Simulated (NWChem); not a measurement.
System: CH$_{5}$ClGe; SMILES [Cl][GeH2][CH3]

Output (shortened):

```
             Northwest Computational Chemistry Package (NWChem) 7.3.0
             --------------------------------------------------------

 C1  symmetry detected

                             Geometry "geometry" -> ""
                             -------------------------

 Output coordinates in angstroms (scale by  1.889725989 to convert to a.u.)

  No.       Tag          Charge          X              Y              Z
 ---- ---------------- ---------- -------------- -------------- --------------
    1 Ge                  32.0000     0.41403193     0.40311409     0.00000888
    2 C                    6.0000    -1.17786932     1.53948800     0.00003894
    3 Cl                  17.0000    -0.25182513    -1.68272646     0.00000303
    4 H                    1.0000     1.27466847     0.59633519    -1.27645603
    5 H                    1.0000     1.27549057     0.59601782     1.27595985
    6 H                    1.0000    -1.78593683     1.33798550     0.90237138
    7 H                    1.0000    -0.87604044     2.60596806    -0.00322334
    8 H                    1.0000    -1.78896030     1.33346442    -0.89922109

 Effective nuclear repulsion energy (a.u.)     267.1997993941

                                 NWChem DFT Module
                                 -----------------

 Summary of "ao basis" -> "ao basis" (spherical)
 ------------------------------------------------------------------------------
       Tag                 Description            Shells   Functions and Types
 ---------------- ------------------------------  ------  ---------------------
 Ge                          6-31g*                 12       32   5s4p3d
 C                           6-31g*                  6       14   3s2p1d
 Cl                          6-31g*                  8       18   4s3p1d
 H                           6-31g*                  2        2   2s

            General Information
            -------------------
          SCF calculation type: DFT
          Wavefunction type:  closed shell.
          No. of atoms     :     8
          No. of electrons :    60
           Alpha electrons :    30
            Beta electrons :    30
          Charge           :     0
          Spin multiplicity:     1
          Use of symmetry is: off; symmetry adaption is: off
          Maximum number of iterations: 150
          AO basis - number of functions:    74
                     number of shells:    36
          Convergence on energy requested:  1.00D-06
          Convergence on density requested:  1.00D-05
          Convergence on gradient requested:  5.00D-04

              XC Information
              --------------
                         MN15 Method XC Functional
                     Hartree-Fock (Exact) Exchange  0.440
                          MN15 Exchange Functional  1.000
                        MN15 Correlation Potential  1.000

             Grid Information
             ----------------
          Grid used for XC integration:  fine
          Radial quadrature: Mura-Knowles
          Angular quadrature: Lebedev.
          Tag              B.-S. Rad. Rad. Pts. Rad. Cut. Ang. Pts.
          ---              ---------- --------- --------- ---------
          Ge                  1.25      140           8.0       974
          C                   0.70       70          10.0       590
          Cl                  1.00      123          11.0       770
          H                   0.35       60          11.0       590
          Grid pruning is: on
          Number of quadrature shells:   633
          Spatial weights used:  Erf1

      Superposition of Atomic Density Guess
      -------------------------------------

 Sum of atomic energies:       -2574.62343603

      Non-variational initial energy
      ------------------------------

 Total energy =   -2575.664567
 1-e energy   =   -4114.548931
 2-e energy   =    1271.684564
 HOMO         =      -0.358087
 LUMO         =       0.046038

     ---------------------------------------------
      Total Density - Mulliken Population Analysis
     ---------------------------------------------

    Atom       Charge   Shell Charges
 -----------   ------   -------------------------------------------------------
    1 Ge  32    31.38   2.00  2.00  6.00  2.00  5.99  1.16  1.65  0.13  0.29  6.88  2.96  0.32
    2 C    6     6.89   2.00  0.72  2.05  0.71  1.40  0.02
    3 Cl  17    17.47   2.00  2.00  5.98  1.38  3.73  0.56  1.80  0.01
    4 H    1     1.00   0.45  0.55
    5 H    1     1.00   0.45  0.55
    6 H    1     0.75   0.45  0.30
    7 H    1     0.75   0.45  0.30
    8 H    1     0.75   0.45  0.30

   convergence    iter        energy       DeltaE   RMS-Dens  Diis-err
 ---------------- ----- ----------------- --------- --------- ---------
 d= 0,ls=0.0,diis     1  -2578.1250247202 -2.85D+03  1.11D-02  6.81D-01
 d= 0,ls=0.0,diis     2  -2578.1663863769 -4.14D-02  5.69D-03  7.02D-02
 d= 0,ls=0.0,diis     3  -2578.1736318103 -7.25D-03  2.25D-03  3.00D-02
 d= 0,ls=0.0,diis     4  -2578.1779883363 -4.36D-03  1.45D-04  1.77D-03
 d= 0,ls=0.0,diis     5  -2578.1780583558 -7.00D-05  6.82D-05  2.91D-05
  Resetting Diis
 d= 0,ls=0.0,diis     6  -2578.1780602607 -1.90D-06  2.20D-05  2.37D-06
 d= 0,ls=0.0,diis     7  -2578.1780605684 -3.08D-07  6.08D-06  7.92D-08

         Total DFT energy =    -2578.178060568407
      One electron energy =    -4115.792070555874
           Coulomb energy =     1385.102112456710
    Exchange-Corr. energy =     -114.687901863308
 Nuclear repulsion energy =      267.199799394066

 Numeric. integr. density =       59.999999277458

                       DFT Final Molecular Orbital Analysis
                       ------------------------------------

 Vector   28  Occ=2.000000D+00  E=-3.870058D-01
              MO Center= -3.8D-01,  9.5D-02, -1.4D-04, r^2= 3.5D+00
   Bfn.  Coefficient  Atom+Function         Bfn.  Coefficient  Atom+Function
  ----- ------------  ---------------      ----- ------------  ---------------
    53      0.418236  3 Cl px                11      0.322812  1 Ge px
    35     -0.284023  2 C  px                12     -0.242397  1 Ge py
    57      0.193353  3 Cl px                36      0.168098  2 C  py
    49     -0.163448  3 Cl px                39     -0.142735  2 C  px
     7     -0.134239  1 Ge px                 8      0.098733  1 Ge py

 Vector   29  Occ=2.000000D+00  E=-3.363907D-01
              MO Center=  7.9D-02, -1.1D+00,  4.6D-04, r^2= 2.8D+00
   Bfn.  Coefficient  Atom+Function         Bfn.  Coefficient  Atom+Function
  ----- ------------  ---------------      ----- ------------  ---------------
    55      0.649666  3 Cl pz                59      0.349432  3 Cl pz
    51     -0.251980  3 Cl pz                13     -0.184578  1 Ge pz
    66      0.166731  4 H  s                 68     -0.167061  5 H  s
    65      0.138565  4 H  s                 67     -0.138854  5 H  s
     9      0.077661  1 Ge pz                21     -0.046581  1 Ge d  1

 Vector   30  Occ=2.000000D+00  E=-3.336087D-01
              MO Center= -2.6D-01, -7.4D-01, -6.5D-04, r^2= 3.4D+00
   Bfn.  Coefficient  Atom+Function         Bfn.  Coefficient  Atom+Function
  ----- ------------  ---------------      ----- ------------  ---------------
    53      0.576449  3 Cl px                57      0.311351  3 Cl px
    49     -0.223447  3 Cl px                11     -0.213011  1 Ge px
    54     -0.213722  3 Cl py                35      0.192212  2 C  px
    36     -0.162845  2 C  py                39      0.121750  2 C  px
    58     -0.112334  3 Cl py                66     -0.093109  4 H  s

 Vector   31  Occ=0.000000D+00  E= 2.106223D-02
              MO Center=  4.2D-01,  1.5D-01,  1.2D-04, r^2= 4.3D+00
   Bfn.  Coefficient  Atom+Function         Bfn.  Coefficient  Atom+Function
  ----- ------------  ---------------      ----- ------------  ---------------
    16      0.793636  1 Ge py                56      0.588813  3 Cl s
    12      0.577169  1 Ge py                10      0.512043  1 Ge s
    58      0.453568  3 Cl py                54      0.343869  3 Cl py
    15      0.219720  1 Ge px                52      0.200757  3 Cl s
     8     -0.192367  1 Ge py                14     -0.177273  1 Ge s

 Vector   32  Occ=0.000000D+00  E= 7.177770D-02
              MO Center=  4.0D-02,  6.5D-01,  8.8D-04, r^2= 5.4D+00
   Bfn.  Coefficient  Atom+Function         Bfn.  Coefficient  Atom+Function
  ----- ------------  ---------------      ----- ------------  ---------------
    38      1.218872  2 C  s                 15      0.941535  1 Ge px
    14     -0.584167  1 Ge s                 16     -0.509985  1 Ge py
    10      0.351505  1 Ge s                 39      0.273551  2 C  px
    11      0.247123  1 Ge px                40     -0.244859  2 C  py
    58      0.189908  3 Cl py                34      0.181142  2 C  s

 Vector   33  Occ=0.000000D+00  E= 9.223764D-02
              MO Center=  6.4D-01,  4.4D-01,  5.8D-04, r^2= 3.7D+00
   Bfn.  Coefficient  Atom+Function         Bfn.  Coefficient  Atom+Function
  ----- ------------  ---------------      ----- ------------  ---------------
    10      1.356205  1 Ge s                 66      0.631452  4 H  s
    68      0.632577  5 H  s                 14      0.557893  1 Ge s
    15     -0.455430  1 Ge px                11     -0.442773  1 Ge px
    38     -0.347526  2 C  s                 16     -0.337007  1 Ge py
    56     -0.288517  3 Cl s                  6     -0.227245  1 Ge s

     ---------------------------------------------
      Total Density - Mulliken Population Analysis
     ---------------------------------------------

    Atom       Charge   Shell Charges
 -----------   ------   -------------------------------------------------------
    1 Ge  32    31.86   2.00  2.00  6.00  1.99  5.98  1.23  2.12  0.11  0.22  6.87  2.90  0.44
    2 C    6     6.53   2.00  0.65  2.10  0.63  1.12  0.02
    3 Cl  17    17.23   2.00  1.99  5.98  1.37  3.70  0.57  1.61  0.01
    4 H    1     0.96   0.50  0.46
    5 H    1     0.96   0.50  0.46
    6 H    1     0.82   0.52  0.30
    7 H    1     0.83   0.52  0.31
    8 H    1     0.82   0.52  0.30

     -------------------------------------------
      Total Density - Lowdin Population Analysis
     -------------------------------------------

    Atom       Charge   Shell Charges
 -----------   ------   -------------------------------------------------------
    1 Ge  32    31.85   2.00  2.00  5.99  1.97  5.89  0.81  1.84  0.33  0.67  6.66  3.06  0.62
    2 C    6     6.51   1.99  0.54  1.90  0.47  1.56  0.05
    3 Cl  17    17.15   2.00  1.99  5.91  1.14  3.41  0.67  2.02  0.01
    4 H    1     0.98   0.47  0.51
    5 H    1     0.98   0.47  0.51
    6 H    1     0.84   0.48  0.36
    7 H    1     0.85   0.48  0.36
    8 H    1     0.84   0.48  0.36

     Multipole analysis of the density
     ---------------------------------

     L   x y z        total         alpha         beta         nuclear
     -   - - -        -----         -----         ----         -------
     0   0 0 0     -0.000000    -30.000000    -30.000000     60.000000

     1   1 0 0      0.001155      0.000578      0.000578      0.000000
     1   0 1 0      1.106200      0.553100      0.553100     -0.000000
     1   0 0 1      0.000143      0.000072      0.000072      0.000000

     2   2 0 0    -27.798061    -59.067454    -59.067454     90.336847
     2   1 1 0     -0.603546      6.613397      6.613397    -13.830339
     2   1 0 1      0.000558     -0.000011     -0.000011      0.000579
     2   0 2 0    -29.413601   -155.097994   -155.097994    280.782387
     2   0 1 1      0.000069      0.000807      0.000807     -0.001545
     2   0 0 2    -28.244236    -22.836045    -22.836045     17.427853

            General Information
            -------------------
          SCF calculation type: DFT
          Wavefunction type:  closed shell.
          No. of atoms     :     8
          No. of electrons :    60
           Alpha electrons :    30
            Beta electrons :    30
          Charge           :     0
          Spin multiplicity:     1
          Use of symmetry is: off; symmetry adaption is: off
          Maximum number of iterations: 150
          AO basis - number of functions:    74
                     number of shells:    36
          Convergence on energy requested:  1.00D-06
          Convergence on density requested:  1.00D-05
          Convergence on gradient requested:  5.00D-04

              XC Information
              --------------
                         MN15 Method XC Functional
                     Hartree-Fock (Exact) Exchange  0.440
                          MN15 Exchange Functional  1.000
                        MN15 Correlation Potential  1.000

             Grid Information
             ----------------
          Grid used for XC integration:  fine
          Radial quadrature: Mura-Knowles
          Angular quadrature: Lebedev.
          Tag              B.-S. Rad. Rad. Pts. Rad. Cut. Ang. Pts.
          ---              ---------- --------- --------- ---------
          Ge                  1.25      140           8.0       974
          C                   0.70       70          10.0       590
          Cl                  1.00      123          11.0       770
          H                   0.35       60          11.0       590
          Grid pruning is: on
          Number of quadrature shells:   633
          Spatial weights used:  Erf1

          Convergence Information
          -----------------------
          Convergence aids based upon iterative change in
          total energy or number of iterations.
          Levelshifting, if invoked, occurs when the
          HOMO/LUMO gap drops below (HL_TOL):  1.00D-02
          DIIS, if invoked, will attempt to extrapolate
          using up to (NFOCK): 10 stored Fock matrices.

                    Damping( 0%)  Levelshifting(0.5)       DIIS
                  --------------- ------------------- ---------------
          dE  on:    start            ASAP                start
          dE off:    2 iters        150 iters           150 iters

                            NWChem DFT Gradient Module
                            --------------------------

  charge          =   0.00
  wavefunction    = closed shell

                         DFT ENERGY GRADIENTS

    atom               coordinates                        gradient
                 x          y          z           x          y          z
   1 Ge      0.782407   0.761775   0.000017    0.000671   0.000115   0.000021
   2 C      -2.225850   2.909210   0.000074    0.002004  -0.000325  -0.000014
   3 Cl     -0.475881  -3.179892   0.000006   -0.003126  -0.009028  -0.000003
   4 H       2.408774   1.126910  -2.412152    0.004198   0.001934  -0.006276
   5 H       2.410328   1.126310   2.411214    0.004213   0.001920   0.006272
   6 H      -3.374931   2.528426   1.705235   -0.005023  -0.001513   0.007005
   7 H      -1.655476   4.924566  -0.006091    0.002114   0.008439  -0.000033
   8 H      -3.380645   2.519882  -1.699281   -0.005050  -0.001542  -0.006972
```

Level: MN15/6-31G* (spherical d). Structure relaxed at the PBE-D3(BJ)/def2-SVP level.

Task: Which NWChem input produces such a log?

Result: Several could match; the one computed here: the input that was run:
```
start job
memory heap 200 mb stack 900 mb global 1100 mb
geometry units angstroms noautoz
  Ge     0.421488     0.387997    -0.000362
  C     -1.135690     1.571505    -0.001222
  Cl    -0.306497    -1.676981     0.000016
  H      1.287955     0.554984    -1.276584
  H      1.287901     0.555422     1.275832
  H     -1.749822     1.388567     0.900958
  H     -0.802077     2.628473    -0.004694
  H     -1.752368     1.383588    -0.900634
end
basis spherical
  Ge library 6-31g*
  C library 6-31g*
  Cl library 6-31g*
  H library 6-31g*
end
dft
  xc mn15
  grid fine
  iterations 150
  mulliken
end
task dft gradient
```
